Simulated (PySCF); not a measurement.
# Computed data sheet: `C=CCP(C[SiH3])CC(C)=O`

Compound: C7H15OPSi.
Cartesian coordinates in Å at the PBE0-D3(BJ)/def2-SVP level; atoms count from 1:
```
atom  x, y, z in Å
C1    -2.6485   -1.1841   -0.9310
C2    -1.8900   -1.6596    0.0626
C3    -1.3744   -0.8432    1.1974
P4     0.3587   -0.1575    0.9943
C5     1.2594   -1.5873    0.2321
Si6    3.0962   -1.2525   -0.0405
C7     0.0981    0.8595   -0.5544
C8    -0.6831    2.1067   -0.2276
C9     0.1168    3.3140    0.1838
O10   -1.8941    2.1177   -0.2599
H11   -2.9801   -1.8301   -1.7484
H12   -2.9550   -0.1329   -0.9491
H13   -1.5912   -2.7150    0.0444
H14   -1.3597   -1.4182    2.1377
H15   -2.0062    0.0433    1.3681
H16    0.7862   -1.9107   -0.7112
H17    1.1924   -2.4323    0.9401
H18    3.7704   -0.9701    1.2617
H19    3.7410   -2.4412   -0.6780
H20    3.2961   -0.0742   -0.9407
H21    1.1004    1.1066   -0.9373
H22   -0.4516    0.2602   -1.2981
H23   -0.5528    4.1055    0.5420
H24    0.6985    3.6844   -0.6759
H25    0.8389    3.0373    0.9683
```

Among its groups: ketone, C=C double bond, Si–H bond, C–Si bond and phosphine.

From PBE0-D3(BJ)/def2-SVP geometry optimisation, gas phase (PySCF):

| Property | Result |
| --- | --- |
| Point group | C1 |
| Rotational constants A, B, C | 1.082, 0.687, 0.483 GHz |

**PBE0/pcSseg-1 ground state and GIAO shieldings, non-relativistic (PySCF)**

| Item | Value |
| --- | --- |
| Dipole moment | 2.11 D |
| HOMO energy | -6.75 eV |
| LUMO energy | -0.67 eV |
| HOMO–LUMO gap | 6.08 eV |
| Lowest Hirshfeld atomic charge | -0.22 e on O10 |
| Highest Hirshfeld atomic charge | +0.30 e on Si6 |
| 13C chemical shifts (computed TMS as zero) by class | 210.9 (C8), 136.1 (C2), 131.1 (C1), 40.3 (C7), 32.6 (C9), 31.3 (C3), 2.1 (C5) ppm |
| 1H chemical shifts (computed TMS as zero) by class | 6.02 (H12), 5.80 (H11), 5.67 (H13), 3.93 (H18/H19/H20), 2.40 (H21/H22), 2.20 (H14/H15), 2.20 (H23/H24/H25), 0.49 (H16/H17) ppm |
| Isotropic shieldings of nuclei other than C and H, by class | -353 (O10), 421 (Si6), 357 (P4) ppm |
| Mayer bond orders between heavy atoms | C1–C2 1.95, C2–C3 1.02, C3–P4 0.95, P4–C5 0.96, C5–Si6 0.90, P4–C7 0.92, C7–C8 0.97, C8–C9 1.00, C8–O10 1.99 |

Monoisotopic mass (most abundant isotopes): 174.0630 u.

With B = h/(8π²I), that is 505.379 GHz u Å² over I, the principal moments of inertia are 466.9, 735.6 and 1046.0 u Å² (most abundant isotopes); the inertial defect Ic − Ia − Ib is -156.5 u Å² (zero for a rigid planar frame, negative otherwise). The rotational constants make it an asymmetric top with κ = (2B − A − C)/(A − C) = -0.32, nearer the prolate limit (−1). The dipole matches unit charges of opposite sign 0.44 Å apart (1 e·Å = 4.8032 D).

One conformer (not necessarily the lowest) at the PBE0-D3(BJ)/def2-SVP geometry, without solvent or vibrations. NMR classes are plain means over equivalent atoms (diastereotopic ones count apart unless rotation or inversion swaps them), as if these changed places fast; in this geometry the members of some classes differ.
